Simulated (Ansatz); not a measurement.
Reaction (redistribution): `C[SiH](F)Cl` + `S[SiH2]C1BC1` → `C[SiH](F)[SiH2]S` + `ClC1BC1`

Computed with Ansatz on PBE0-D4/def2-TZVP structures; ΔE is electronic, products minus reactants. CBS: MP2 limit from def2 TZ/QZ plus the TZ coupled-cluster correction, frozen cores. Functionals use def2-TZVPP. B3LYP here is the variant with VWN-RPA as its local correlation; programs differ in this. One conformer a species, not always the lowest.

```csv
level,ΔE (kJ/mol),difference from CCSD(T)/CBS
PBE-D4,192.0,-23.2
r2SCAN-D4,212.3,-2.9
PBE0-D4,202.0,-13.2
B3LYP-D4,204.2,-11.0
ωB97X-V,207.8,-7.4
ωB97M-V,218.1,2.9
B2PLYP,213.7,-1.5
PBE,192.1,-23.1
r2SCAN,212.3,-2.9
PBE0,202.2,-13.0
B3LYP,204.4,-10.8
HF/def2-TZVPP,221.5,6.3
MP2/def2-TZVPP,228.1,12.9
SCS-MP2/def2-TZVPP,221.7,6.5
CCSD/def2-TZVPP,215.5,0.3
CCSD(T)/def2-TZVPP,214.3,-0.9
HF/def2-QZVPP,222.4,7.2
MP2/def2-QZVPP,228.9,13.7
SCS-MP2/def2-QZVPP,222.8,7.6
HF/CBS(def2),222.5,7.3
MP2/CBS(def2),229.0,13.8
CCSD/CBS(def2),216.5,1.3
CCSD(T)/CBS,215.2,0
```

Largest T1 diagnostic among the species: 0.012.

From PBE to PBE0 (25 % exact exchange), in def2-TZVPP and without D4, ΔE moves by +10.2 kJ/mol.
